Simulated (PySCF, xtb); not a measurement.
C2H10O2Si2, SMILES C[C@H](O)[SiH2]O[SiH3].

xtb 6.7.1 with GFN2-xTB at its own geometry gives an orbital gap of 4.60 eV and a dipole moment of 1.82 D.

Coordinates come from a ωB97X-D3(BJ)/def2-SVP optimisation. The structure was generated by enumeration; whether it is a known compound was not checked. Other conformers were not sampled.

What does PBE/def2-TZVP run with PySCF give? (An estimate is asked for; the answer gives what the named calculation found.)

gap 4.76 eV (levels -5.96 and -1.20 eV), dipole 1.27 D.
